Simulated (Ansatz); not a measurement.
Species: CH$_{8}$FNSi$_{2}$ (charge 0, singlet). 
Coordinates optimised at B3LYP-D3(BJ)/def2-TZVP (Ansatz, a first-principles code):
SMILES: C[SiH](F)N[SiH3]
```xyz
13

Si     0.8017     0.6594    -0.3039
C      1.6931    -0.9113    -0.7270
F      1.3454     1.1346     1.1381
N     -0.9012     0.4471    -0.2836
Si    -1.8640    -0.8964     0.2401
H      1.1013     1.7722    -1.2287
H      1.3956    -1.2742    -1.7127
H      2.7716    -0.7419    -0.7359
H      1.4846    -1.6961     0.0020
H     -1.4246     1.2811    -0.5173
H     -2.7940    -0.5023     1.3251
H     -0.9436    -1.9424     0.7338
H     -2.6775    -1.4518    -0.8690
```

Dipole moments at this geometry, in debye (magnitudes).

| level | program | dipole (D) |
|---|---|---|
| BLYP/def2-TZVPD | Ansatz | 1.56 |
| r2SCAN/def2-TZVPD | Ansatz | 1.57 |
| B3LYP/def2-TZVPD | Ansatz | 1.62 |
| BHLYP/def2-TZVPD | Ansatz | 1.70 |
| r2SCANh/def2-TZVPD | Ansatz | 1.60 |
| HSE06/def2-TZVPD | Ansatz | 1.63 |
| CAM-B3LYP/def2-TZVPD | Ansatz | 1.66 |
| LC-wPBE/def2-TZVPD | Ansatz | 1.65 |
| wB97M-V/def2-TZVPD | Ansatz | … |
| CCSD(T)/aug-cc-pV(D+d)Z | Ansatz | … |

Some entries are withheld; supply them.


- wB97M-V/def2-TZVPD, dipole (D): 1.60
- CCSD(T)/aug-cc-pV(D+d)Z, dipole (D): 1.61
